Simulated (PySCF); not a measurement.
**NMR data sheet: C5H9BO2**

- Formula: C5H9BO2
- SMILES: C=C(C)C(=C)B(O)O
- Point group of the computed structure: C1
- Carbon signals: 5
- Proton signals: 6

Numbering as in the mapped SMILES `[CH2:1]=[C:2]([CH3:3])[C:4](=[CH2:5])[B:6]([OH:7])[OH:8]`. Each H is labelled by its parent atom. Ha(C5) is cis to C2; Ha(C1) is cis to C3; Hb(C5) is trans to C2; Hb(C1) is trans to C3.

Computed data (PySCF 2.14.0 with density-fitted response routines): couplings computed with B3LYP/pcJ-1 (spin–dipole term only in couplings to heteroatoms), B3LYP/pcSseg-1 with gauge-including orbitals, geometry from PBE0-D3(BJ)/def2-SVP. Relativity neglected, one averaged value for each set of equivalent atoms, no solvent model, single conformer.

References, each an isolated molecule treated in the same way: 1H (σref 31.38) and 13C (σref 179.24) against TMS; 11B (σref 97.83) vs BF3·OEt2; H2O for 17O (σref 334.04).

```tsv
carbon	δC, type	δH (multiplicity, J in Hz)	HMBC from (abs. J ≥ 3 Hz)	span of the C tensor (ppm)
C1	129.8, CH2	Hb(C1) 6.24 (d of quint, 2.3, 1.2); Ha(C1) 5.48 (sext of d, 1.9, 1.0)	H(C3)	189
C2	150.5, C	–	Ha(C5), Hb(C5), H(C3)	244
C3	22.6, CH3	1.88 (t, 1.6)	Hb(C1), Ha(C1)	30
C4	156.8, C	–	Hb(C1), Ha(C5), Ha(C1), Hb(C5), H(C3)	249
C5	127.3, CH2	Ha(C5) 5.50 (dd, 1.8, 1.0); Hb(C5) 5.40 (td, 1.8, 1.1)	–	212
```

Other nuclei:
```tsv
atoms	nucleus	environment	δ (ppm)	σ (ppm)
H(O7)/H(O8)	1H	hydrogen on an oxygen bonded to B	3.95	27.43
B6	11B	boron bonded to C, 2 O	28.6	69.3
O7/O8	17O	oxygen bonded to B, H	128.2	205.8
```

Selected couplings (Hz, signed; the shortest-range and largest first, 30 at most; isotopes 13C, 1H, 11B): 1J(C1,Hb(C1)) 172.5, 1J(C5,Ha(C5)) 166.7, 1J(C1,Ha(C1)) 163.8, 1J(C5,Hb(C5)) 163.7, 1J(C3,H(C3)) 132.9, 1J(C4,B6) 84.9, 1J(C1,C2) 76.1, 1J(C4,C5) 65.3, 1J(C2,C4) 50.6, 1J(C2,C3) 45.8, 2J(C1,C4) 4.2, 2J(C2,B6) 3.6, 2J(C1,C3) 3.3, 2J(C3,C4) 2.7, 2J(Hb(C1),Ha(C1)) 2.3, 2J(Ha(C5),Hb(C5)) 1.8, 2J(C2,C5) -1.5, 2J(C5,B6) 1.0, 3J(B6,Ha(C5)) 10.1, 3J(C1,C5) 6.6, 3J(B6,Hb(C5)) 6.0, 3J(C3,C5) 4.8, 3J(C3,B6) 2.9, 3J(C1,B6) 1.6, 4J(Ha(C1),H(C3)) -1.9, 4J(Hb(C1),H(C3)) -1.2.

- δC 156.8, 150.5: fully substituted alkene carbon; as expected for a trigonal carbon in a double bond.
- δC 129.8, 127.3: terminal =CH2 carbon; the olefinic region.
- δC 22.6: allylic methyl carbon; aliphatic region, no heteroatom directly attached.
- δH 3.95: hydrogen on an oxygen bonded to B; exchangeable, gas-phase position.
- δH 1.88: hydrogen on an allylic methyl carbon; allylic position.

Exchangeable OH/NH protons stand at their gas-phase positions; hydrogen bonding in a real sample shifts them, mostly to higher δ. A carbon bonded to boron is broadened by the quadrupolar boron nucleus and is often missing from a measured spectrum. Splittings below 1 Hz are ignored in the labels, and close J values are merged. Shifts are as computed. Against solution values, carbons near 30 ppm lie about +2 ppm off and those near 130 ppm about +6 ppm. Of 1313 compounds with measured shifts, 239 miss one by over three times the rms of a fit or turn the order of signals round; such compounds aren't used in these exercises. Experimental scales use liquid or dissolved standards, which lie at an offset from isolated H2O (liquid H2O: subtract about 36 ppm).
